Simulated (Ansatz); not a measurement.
C2H5NSSi can be A, `N[SiH2]C1=CS1`, or B, `C[SiH2]SC#N`.

Calculated with Ansatz (gas phase, PBE0-D4/def2-TZVP geometries, no zero-point term in ΔE). CCSD(T)/CBS is the MP2 limit (def2-TZVPP, def2-QZVPP) plus CCSD(T) − MP2 in def2-TZVPP, frozen cores. Functionals use def2-TZVPP. B3LYP here is the variant with VWN-RPA as its local correlation; programs differ in this. Each species was taken in one conformer, which may not be the lowest.

**Question.** Which is lower in electronic energy at CCSD(T)/CBS, and by how much? (Best estimate.)

**Answer.** Computed: B, by 170.5 kJ/mol.

**Question.** Give E(B) − E(A) in kJ/mol with PBE-D4, B3LYP, MP2/def2-TZVPP, CCSD(T)/def2-TZVPP, B2PLYP, ωB97M-V, PBE0-D4. (Best estimate.)

**Answer.** Ansatz gave: PBE-D4 -173.3, B3LYP -177.4, MP2/def2-TZVPP -182.9, CCSD(T)/def2-TZVPP -183.8, B2PLYP -182.4, ωB97M-V -175.6, PBE0-D4 -172.0. None reverses the order clearly.

Largest T1 diagnostic: 0.013.

In def2-TZVPP, CCSD(T) changes the Hartree–Fock value by +12.8 kJ/mol (the triples alone add +2.0 kJ/mol) and MP2 by +13.7 kJ/mol.
